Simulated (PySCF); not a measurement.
F²⁺ (fluorine, charge +2) across methods

[He] 2s2 2p3, high-spin 4S determinant. Computed with PySCF 2.14 in x2c-TZVPPall, with the spin-free X2C one-electron Hamiltonian (Gaussian nucleus).

| method | E (hartree) | mean ε 2s α (eV) | mean ε 2s β (eV) | mean ε 2p α (eV) | Σ⟨r²⟩ (bohr²) | ⟨S²⟩ |
| --- | --- | --- | --- | --- | --- | --- |
| UHF | -97.69681 | -88.181 | -70.862 | -63.879 | 4.986 | 3.754 |
| BHandHLYP | -97.9049 | -79.365 | -68.232 | -57.893 | 5.008 | 3.752 |
| LDA | -97.2403 | -69.944 | -63.138 | -51.596 | 5.061 | 3.751 |
| wB97M-V | -97.9020 | -77.171 | -68.858 | -57.049 | 5.034 | 3.752 |
| PBE0 | -97.8296 | -75.054 | -65.654 | -54.817 | 5.020 | 3.752 |
| B97-3 | -97.8888 | -75.303 | -66.209 | -54.961 | 5.007 | 3.752 |
| r2SCAN | -97.8825 | -72.894 | -63.485 | -52.812 | 5.003 | 3.752 |
| HSE06 | -97.8376 | -74.604 | -65.222 | -54.376 | 5.021 | 3.752 |
| PBE | -97.8100 | -70.432 | -63.281 | -51.561 | 5.044 | 3.751 |
